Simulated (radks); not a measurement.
Question: The table gives one normalised radial function P(r) = r R(r) (large component) of Zn2+ in [Ar] 3d9.75 4s0.25 (r in bohr). All-electron calculation, Dirac Kohn-Sham, B86b exchange with PBE correlation, spin-unpolarised, spherical densities, point nucleus; open shells fill j = l - 1/2 first. Program: a radial shooting solver on a logarithmic mesh with Libxc functionals.

r	P
0.002848	0.0036
0.003739	0.0057
0.004868	0.0089
0.006339	0.0140
0.008254	0.0220
0.01075	0.0347
0.014	0.0544
0.01837	0.0855
0.02392	0.1306
0.03115	0.1952
0.04056	0.2829
0.05281	0.3934
0.06877	0.5167
0.09026	0.6299
0.1175	0.6784
0.153	0.6025
0.1993	0.3466
0.2595	-0.0936
0.3379	-0.6297
0.4435	-1.0969
0.5775	-1.2832
0.752	-1.1500
0.9792	-0.8101
1.275	-0.4459
1.674	-0.1798
2.179	-0.0526
2.838	-0.0100
3.695	-0.0011
4.811	-0.0001
6.265	0.0000

Which n and l does it have? It may be an empty orbital.

Answer: n = 3, l = 1: the number of nodes gives n - l - 1 = 1, the rise at small r points to l (for j = l - 1/2 the large component starts as r^gamma with gamma = sqrt(l^2 - (Z/c)^2) = 0.98 and the r^(l+1) term takes over further out; the orbital of l - 1 with the same j starts with the same power, but with a larger coefficient, and does not steepen), and the extent must fit the shell. The curve is that of 3p1/2; the two j differ most near the nucleus, where j = l - 1/2 has the larger amplitude, and in heavy atoms j = l - 1/2 is also the more compact. 3p1/2: eigenvalue -108.26 eV, 1 radial node at r = 0.247 bohr, <r> = 0.705 bohr, 90 % of the charge inside 1.09 bohr.
